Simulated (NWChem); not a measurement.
Species: C$_{2}$H$_{7}$BN$_{2}$; SMILES C(=C)B(N)N

```xyz
12

B      0.0099     0.5151     0.0609
C      0.6269    -0.9310     0.1977
C      0.0043    -2.0619    -0.1561
H      1.6523    -1.0277     0.5831
H      0.4704    -3.0493    -0.0640
H     -1.0100    -2.0507    -0.5734
N      0.8884     1.6158    -0.1024
H      1.8839     1.4932    -0.2135
H      0.5843     2.5711    -0.2263
N     -1.3964     0.6842     0.0956
H     -1.8649     1.5726    -0.0115
H     -2.0162    -0.0738     0.3397
```
Atoms are numbered in this order, from 1.

Program: NWChem. Pople sets run with spherical d functions. The geometry was optimised at PBE0/def2-SVP. Static field.

Question: Order these by “anisotropy (bohr³)”, lowest first: B3LYP/6-31+G*; BHandHLYP/6-31+G*; PBE/6-31+G*.

Answer: BHandHLYP/6-31+G* (24.7), B3LYP/6-31+G* (25.6), PBE/6-31+G* (26.8)
